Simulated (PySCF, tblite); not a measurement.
Isomers of C5H11FSi3, one GFN2-xTB conformer each. Single-point energies are computed at PBE0/pcSseg-1 (PySCF, gas phase, no added dispersion term), electronic only.

Question: Rank them by PBE0/pcSseg-1 energy, lowest first (kJ/mol).
A. `[CH:1]#[C:2][C@@H:3]1[CH2:4][SiH2:5][SiH2:6][C@@H:7]([F:8])[SiH2:9]1` with C2–C3–C4–Si5 168°, C3–C4–Si5–Si6 58°, C4–Si5–Si6–C7 -43°, Si5–Si6–C7–F8 -74°
B. `[CH:1]#[C:2][CH2:3][CH2:4][Si@:5]1([F:6])[CH2:7][SiH2:8][SiH2:9]1` with C2–C3–C4–Si5 -61°, C3–C4–Si5–F6 -61°

Answer: B (0.0), A (191.4).

As drawn, the lower has a four-membered ring and an Si–F bond, which the higher lacks. GFN2-xTB itself gives, in the same order: 0.0, 89.1. Both levels put the same isomer lowest.

Q: Which frontier levels, dipoles and rotational constants go with these structures?

A: 
```json
{"SMILES": "C#CCC[Si@]1(F)C[SiH2][SiH2]1", "HOMO (eV, PBE0/pcSseg-1)": "-7.43", "LUMO (eV)": "-1.03", "dipole (D)": "1.71", "A, B, C (MHz)": "1554, 662.0, 549.6"}
{"SMILES": "C#C[C@@H]1C[SiH2][SiH2][C@@H](F)[SiH2]1", "HOMO (eV, PBE0/pcSseg-1)": "-7.49", "LUMO (eV)": "-0.28", "dipole (D)": "1.51", "A, B, C (MHz)": "1407, 749.1, 560.0"}
```

Q: What happens when harmonic zero-point energies from GFN2-xTB frequencies are added?

A: 
```
                                 SMILES  ZPE (kJ/mol)  electronic (kJ/mol)  with ZPE (kJ/mol)
           C#CCC[Si@]1(F)C[SiH2][SiH2]1         356.4                  0.0                0.0
C#C[C@@H]1C[SiH2][SiH2][C@@H](F)[SiH2]1         344.3                191.4              179.3
```

The zero-point energies span 12.1 kJ/mol. The order is unchanged.
